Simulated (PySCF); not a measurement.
**How methods differ on the ionisation energy of Ni²⁺**

Ni²⁺ [Ar] 3d8 (3F) → Ni³⁺ [Ar] 3d7 (4F), as a difference of total energies. Calculation: PySCF 2.14, in aug-cc-pVDZ (7s6p4d2f, 59 functions); the non-relativistic Hamiltonian (point nucleus). Correlated levels: valence: [Ar] frozen. The calculations carry no spin-orbit coupling.

```csv
method,ionisation energy (eV)
UHF,33.139
MP2 (valence),35.276
SCS-MP2 (valence),35.159
CCSD (valence),35.007
CCSD(T) (valence),35.053
```

Q: How much does correlation contribute at CCSD(T) (valence)?

A: 35.053 − (33.139) = 1.914 eV, measured against UHF.

These non-relativistic numbers lack the scalar-relativistic shift.

The reference lies between the lowest fine-structure levels, while these numbers refer to the centres of the terms.

Errors of the correlated levels include the incompleteness of this basis and the frozen core.

For comparison: 35.187 ± 0.019 eV (measured; NIST Atomic Spectra Database, ionization energies).
